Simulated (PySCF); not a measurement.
Stepwise substitution at one centre (Al OH-H). All species are isolated molecules in the gas phase. One relaxed conformer stands for each flexible species; it need not be the lowest. Strings in code marks are SMILES.

Method: PBE-D3(BJ)/def2-TZVP // CAM-B3LYP-D3(BJ)/def2-TZVP (PySCF). Excitations are Tamm–Dancoff values on a coarser integration grid. The basis has no diffuse functions, so Rydberg states are missing or too high.

```tsv
species	S1 oscillator strength	S1–T1 gap (TDA) (eV)	LUMO (eV)	T1 excitation (TDA) (eV)
0 of 3 OH replaced by H	0.000	0.24	-1.26	5.85
1 of 3 OH replaced by H	0.000	0.28	-0.90	(withheld)
2 of 3 OH replaced by H (`[AlH2][OH]`)	(withheld)	0.44	-1.70	5.00
3 of 3 OH replaced by H (`[AlH3]`)	–	–	(withheld)	–
```

Task: Fill in the missing entries.

Result: 
- 1 of 3 OH replaced by H, T1 excitation (TDA) (eV): 6.27
- 2 of 3 OH replaced by H (`[AlH2][OH]`), S1 oscillator strength: 0.001
- 3 of 3 OH replaced by H (`[AlH3]`), LUMO (eV): -2.52
